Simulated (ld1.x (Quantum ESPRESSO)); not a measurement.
## holmium (Ho), TM semilocal: configuration errors across variants

| Property | Result |
| --- | --- |
| Element | Ho |
| Generator | ld1.x (Quantum ESPRESSO) 7.5 |
| Type | norm-conserving Troullier–Martins (semilocal form) |
| Functional | PBEsol |
| Relativity | scalar-relativistic |
| Frozen core | [Kr] 4d10 5s2 |
| Valence charge | 19 |
| Reference configuration | 4f11 5p6 5d0 6s2 6p0 |
| Partial waves | 5p (bound): rc 2.40 bohr; 5d (bound, empty): rc 2.20 bohr; 4f (bound): rc 0.75 bohr; 6s (bound): rc 2.75 bohr |
| Local potential | the s channel |
| Core correction | a·sin(br)/r model core inside 0.55 bohr |

All-electron excitation energies from the reference (eV): (1) 4f11 5p6 5d0 6s1 6p0 6.323; (2) 4f11 5p6 5d0 6s0 6p0 18.019; (3) 4f10 5p6 5d0 6s0 6p0 44.022; (4) 4f11 5p6 5d0 6s0 6p1 9.846; (5) 4f11 5p5 5d0 6s2 6p0 31.258; (6) 4f11 5p6 5d0 6s0 6p2 5.657; (7) 4f10 5p6 5d1 6s1 6p0 11.590.

A semilocal file is local in each channel, so a ghost entry of none says nothing of the separable form that plane-wave codes build from it.

Tests that are not counted but printed errors over 1 eV. “wave 4f (bound): rc 0.75 bohr becomes 4f (bound): rc 1.10 bohr”: 4f11 5p6 5d0 6s0 6p2 (solver errors, printed error -12.3 eV).

4 further variants failed, have other tests or another functional or relativity, and are left out.

Errors AE − PS in meV (a dash: test not solved or not reliable):

| change | (1) | (2) | (3) | (4) | (5) | (6) | (7) | bound ghosts |
| --- | --- | --- | --- | --- | --- | --- | --- | --- |
| base | -1.6 | -22 | +176 | +106 | -57 | +142 | +7.0 | not determined |
| core correction a·sin(br)/r model core inside 0.60 bohr | -1.6 | -22 | +176 | +106 | -57 | +142 | +7.2 | not determined |
| wave 4f (bound): rc 0.75 bohr becomes 4f (bound): rc 0.76 bohr | -1.6 | -22 | +176 | +106 | -57 | +142 | +7.0 | not determined |
| wave 6s (bound): rc 2.75 bohr becomes 6s (bound): rc 3.08 bohr | -2.2 | -23 | +206 | +105 | -85 | +142 | +3.8 | not determined |
| wave 5p (bound): rc 2.40 bohr becomes 5p (bound): rc 2.34 bohr | -1.5 | -22 | +170 | +97 | -57 | +131 | +3.6 | not determined |
| wave 5d (bound): rc 2.20 bohr becomes 5d (bound): rc 2.88 bohr | -1.6 | -22 | +176 | +106 | -57 | +142 | -9.8 | not determined |
| wave 4f (bound): rc 0.75 bohr becomes 4f (bound): rc 1.10 bohr | -1.2 | -22 | +166 | +106 | -47 | – | +0.4 | not determined |

Give the same row for: all radii but the core radius scaled by about 1.18 (s 3.24, p 2.84, d 2.60, f 0.88 bohr).

-1.4, -21, +216, –, -81, –, +1.4; bound ghosts: not determined. Not counted: 4f11 5p6 5d0 6s0 6p1 (solver errors, printed error -7.9 eV); 4f11 5p6 5d0 6s0 6p2 (pseudo-atom not self-consistent, printed error -2171 eV).
